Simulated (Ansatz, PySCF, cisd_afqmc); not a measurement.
System: GeF₂, charge 0, singlet. GeF2 (SMILES [F][Ge][F]).
B3LYP-D3(BJ)/def2-TZVP minimum from Ansatz (a quantum-chemistry and plane-wave program):
```xyz
3

Ge     0.0109    -0.0062     0.4176
F      0.6316     1.1604    -0.7423
F     -0.6702    -1.1385    -0.7424
```
Charge 0, spin multiplicity 1.

Atomisation energy term by term, kcal/mol (programs: Ansatz, cisd_afqmc). UHF or UKS for unpaired electrons; spin-orbit terms are left out. Cores are frozen in correlated methods (noble-gas shells, and filled d and f shells in the p block). No relativity. AFQMC is phaseless with a CISD trial state; ± is one standard error, without the phaseless bias. Outlying blocks are dropped, and bars are widened where a walk drifts. Over all cases where full CI ran beside it in this data, AFQMC minus full CI had a median of +0.1 mEh and passed +0.4 mEh in a tenth of the cases. CBS(X,Y): correlation extrapolated as X^-3, Hartree-Fock from the larger set (Q,5: extrapolated as (X+1)exp(-9√X)). A bracket is a step between two methods taken in the basis named.

```csv
term,basis,kcal/mol
Hartree-Fock,"CBS(cc-pVQZ,cc-pV5Z)",170.72
CCSD correlation,"CBS(cc-pVQZ,cc-pV5Z)",82.77
(T),"CBS(cc-pVQZ,cc-pV5Z)",8.01
CCSDT(Q) - CCSD(T),cc-pVTZ,0.12
CCSDTQ - CCSDT(Q),cc-pVDZ,-0.12
minus zero-point energy,Hessian by PySCF at B3LYP-D3(BJ)/def2-TZVP,-2.25
sum: D0,,259.3
```

The step beyond CCSD(T) by other levels: CCSDTQ in cc-pVDZ 0.67; AFQMC/CISD in cc-pVDZ 0.75 ± 0.27; CCSDT(Q) in cc-pVDZ 0.79 kcal/mol.
